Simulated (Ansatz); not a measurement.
SbF4, SMILES [F][Sb+]([F])([F])[F], charge +1.

Geometry optimised at r2SCAN-D4/def2-SVP. The spin state was assumed, not searched. The isomer is the one that the SMILES or the coordinates give; other isomers of the formula were not compared. The def2 effective core potentials stand for the cores of Sb; spin–orbit coupling is left out.

Two levels are set side by side: PBE/def2-SVPD (Ansatz, a quantum-chemistry and plane-wave program) and CAM-B3LYP/def2-SVPD (Ansatz). Energy differences of separate SCF runs at the same geometry; the states with an electron removed or added have multiplicity 2 and 2. Differences are taken from unrounded values.

```
quantity                             PBE
---------------------------------  -----
vertical ionisation energy (eV)    21.06
vertical electron affinity (eV)     9.70
vertical singlet–triplet gap (eV)   4.23
```

Problem. These are the PBE values. What does CAM-B3LYP give? (An estimate is asked for; the answer gives what the named calculation found.)

Solution. 
```
quantity                           CAM-B3LYP  PBE minus CAM-B3LYP
---------------------------------  ---------  -------------------
vertical ionisation energy (eV)        22.70                -1.63
vertical electron affinity (eV)         9.99                -0.29
vertical singlet–triplet gap (eV)       5.48                -1.25
```
